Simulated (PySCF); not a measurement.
Spin-rotation constants: `C1(=C\Br)/C(=C)C=C1C#N`, C7H4BrN

Geometry:
```csv
atom,x (Å),y (Å),z (Å)
C1,2.057,-0.232,1.030
C2,0.908,-0.377,0.390
C3,0.179,-1.473,-0.255
C4,-0.860,-0.661,-0.611
C5,-2.066,-0.842,-1.291
N6,-3.057,-0.989,-1.851
C7,-0.222,0.524,0.006
C8,-0.499,1.807,0.162
Br9,-2.083,2.619,-0.483
H10,2.719,-1.068,1.182
H11,2.370,0.720,1.421
H12,0.387,-2.517,-0.391
H13,0.163,2.489,0.672
```

Level of theory: GIAO B97-2/pcSseg-1 magnetisability, rotational g tensor and spin-rotation constants, non-relativistic, gas phase (PySCF 2.14.0). Geometry: GFN2-xTB.

The calculation is non-relativistic, which matters for the atoms heavier than Zn.

(1) Give the nuclear spin-rotation constants along the inertial axes (H = +C I·J) beside the isotropic shieldings.

## Answers

(1) Rotational constants 1.6437, 0.8014, 0.5387 GHz. A star marks the isotopologue with that one atom substituted, in its own axes.
| atom | isotope | Caa (kHz) | Cbb (kHz) | Ccc (kHz) | mean (kHz) | σ (ppm) |
| --- | --- | --- | --- | --- | --- | --- |
| N6 | 14N | 0.296 | 0.092 | 0.125 | 0.171 | -73.7 |
| Br9 | 79Br | 1.566 | 1.646 | 0.851 | 1.355 | 2123.0 |
| H10 | 1H | 0.145 | -0.083 | -0.065 | -0.001 | 26.5 |
| H11 | 1H | -0.119 | 0.046 | -0.066 | -0.046 | 26.5 |
| H12 | 1H | 0.075 | -0.022 | -0.067 | -0.005 | 24.3 |
| H13 | 1H | -0.166 | 0.070 | -0.060 | -0.052 | 25.5 |
| C1 | 13C* | 0.612 | 0.273 | 0.063 | 0.316 | 78.5 |
| C2 | 13C* | 0.771 | 0.310 | 0.089 | 0.390 | 37.5 |
| C3 | 13C* | 0.661 | 0.412 | 0.084 | 0.386 | 25.8 |
| C4 | 13C* | 0.524 | 0.380 | 0.077 | 0.327 | 56.2 |
| C5 | 13C* | 0.511 | 0.093 | 0.236 | 0.280 | 71.6 |
| C7 | 13C* | 0.655 | 0.349 | 0.098 | 0.367 | 39.5 |
| C8 | 13C* | 0.548 | 0.301 | 0.087 | 0.312 | 70.4 |

For the geometry as given, no vibrational averaging.
